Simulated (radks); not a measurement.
Values are calculated unless marked as measured or tabulated.
Sm I, 62 electrons, occupied as [Xe] 4f6 6s2.

Code: a radial shooting solver on a logarithmic mesh with Libxc functionals. Model: Dirac Kohn-Sham, PBE, spin-unpolarised, spherical densities, finite nucleus; open shells are shared between the two j in proportion to 2j + 1; Fermi nuclear charge, rms radius 5.0819 fm.

Energy parts (eV):
part                      energy
total                 -283918.66
kinetic                307810.65
electron-nucleus      -695645.63
Hartree                110347.92
exchange-correlation    -6431.61

Orbitals (lengths in bohr, moments of r in powers of bohr; r(max) is where P^2 peaks; r(90%) holds 90 % of the orbital's charge):
| orbital | occ. | eigenvalue (eV) | <r^2> | r(90%) | r(max) | <r> |
|---|---|---|---|---|---|---|
| 1s1/2 | 2 | -46626.20 | 0.0007049 | 0.0411 | 0.01449 | 0.02274 |
| 2s1/2 | 2 | -7615.747 | 0.01105 | 0.150 | 0.08231 | 0.09649 |
| 2p1/2 | 2 | -7219.034 | 0.008049 | 0.133 | 0.06237 | 0.08073 |
| 2p3/2 | 4 | -6616.196 | 0.009291 | 0.142 | 0.06800 | 0.08736 |
| 3s1/2 | 2 | -1668.579 | 0.07417 | 0.374 | 0.2339 | 0.2545 |
| 3p1/2 | 2 | -1497.774 | 0.06934 | 0.367 | 0.2209 | 0.2442 |
| 3p3/2 | 4 | -1375.704 | 0.07654 | 0.385 | 0.2329 | 0.2569 |
| 3d3/2 | 4 | -1079.380 | 0.06157 | 0.357 | 0.1857 | 0.2286 |
| 3d5/2 | 6 | -1052.869 | 0.06359 | 0.362 | 0.1891 | 0.2326 |
| 4s1/2 | 2 | -331.5537 | 0.3787 | 0.832 | 0.5398 | 0.5791 |
| 4p1/2 | 2 | -266.0504 | 0.4006 | 0.863 | 0.5456 | 0.5932 |
| 4p3/2 | 4 | -239.2580 | 0.4404 | 0.905 | 0.5712 | 0.6221 |
| 4d3/2 | 4 | -131.4577 | 0.5131 | 1.000 | 0.5828 | 0.6647 |
| 4d5/2 | 6 | -126.6713 | 0.5291 | 1.02 | 0.5912 | 0.6751 |
| 4f5/2 | 2.57143 | -2.7743 | 1.430 | 1.78 | 0.6107 | 1.008 |
| 4f7/2 | 3.42857 | -2.2343 | 1.517 | 1.83 | 0.6159 | 1.031 |
| 5s1/2 | 2 | -43.1960 | 2.241 | 2.04 | 1.262 | 1.411 |
| 5p1/2 | 2 | -25.7014 | 2.895 | 2.34 | 1.382 | 1.595 |
| 5p3/2 | 4 | -22.1785 | 3.263 | 2.49 | 1.458 | 1.692 |
| 6s1/2 | 2 | -3.5827 | 21.24 | 6.39 | 3.680 | 4.322 |

The highest occupied level is 4f7/2 at -2.234 eV. Summed over all electrons, <r^2> = 84.52 bohr^2, which gives a Langevin (diamagnetic) susceptibility term of -66.9 x 10^-6 cm^3/mol.

Run on one thread of a shared host, so times are rough (Arm Neoverse V2): 0.14 s of CPU time, 0.14 s wall, 15 iterations on 2440 mesh points.
